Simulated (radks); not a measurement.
The numbers below are computed, except where a source is named.
Question: Numerical settings for the titanium ion Ti3+, [Ar] 3d1. Code: a radial shooting solver on a logarithmic mesh with Libxc functionals. Model: non-relativistic Kohn-Sham, r2SCAN, spin-polarised, spherical densities, point nucleus; open shells are filled with parallel spins first; meta-GGA in the generalised Kohn-Sham scheme. The defaults (mesh step 0.008 in ln r, mesh end at 40 bohr or more with all orbitals vanishing there, Anderson mixing 0.5 over 9 steps, residual threshold near 1e-9 with the energy settled to 1e-9 hartree or 1e-11 of itself, here a cap of 97 iterations) give E = -847.526 hartree and 3d at -34.958 eV in 10 iterations. Run on one thread of a shared host, so times are rough (Arm Neoverse V1): 0.11 s of CPU time, 0.11 s wall, 10 iterations on 2476 mesh points. One setting is changed at a time: mesh step in ln r 0.003; mesh step in ln r 0.2; mesh step in ln r 0.005; mesh end (bohr) 20; mesh end (bohr) 1; residual threshold 1e-13; residual threshold 1e-05; mixing 0.2; linear mixing, mixing 0.05; linear mixing, mixing 0.5; mixing history 3; iteration cap 3. Which runs fail to converge, and which converge to a wrong energy?

Answer: Not converged within the cap: mesh step in ln r 0.2; residual threshold 1e-13; linear mixing, mixing 0.05; iteration cap 3. Settled on a wrong energy, with an occupied level pushed above zero by the early mesh end: mesh end (bohr) 1 (+58.9 hartree). Apart from these: no run marked as converged misses the energy by more than 1 mhartree.
